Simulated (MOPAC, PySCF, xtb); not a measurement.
Ligands exchanged one at a time, Al Br-CH3. Gas-phase values, no solvent. Strings in code marks are SMILES.

Quantity: redistribution energy (mixed species minus the weighted end members), in kcal/mol. Semi-empirical values (MOPAC) are differences of heats of formation.

Level 1: ωB97X-D3(BJ)/def2-TZVP // B3LYP-D3(BJ)/def2-TZVP (PySCF)
Level 2: PBE/6-31G* // B3LYP-D3(BJ)/def2-TZVP (PySCF)
Level 3: GFN2-xTB (xtb)
Level 4: PM3 // B3LYP-D3(BJ)/def2-TZVP (MOPAC)

```csv
species,level 1,level 2,level 3,level 4
2 of 3 Br replaced by CH3: `[CH3][Al]([CH3])[Br]`,-4.30,-5.13,-5.22,-6.71
1 of 3 Br replaced by CH3: `[CH3][Al]([Br])[Br]`,-4.20,-5.04,-4.39,-4.73
```
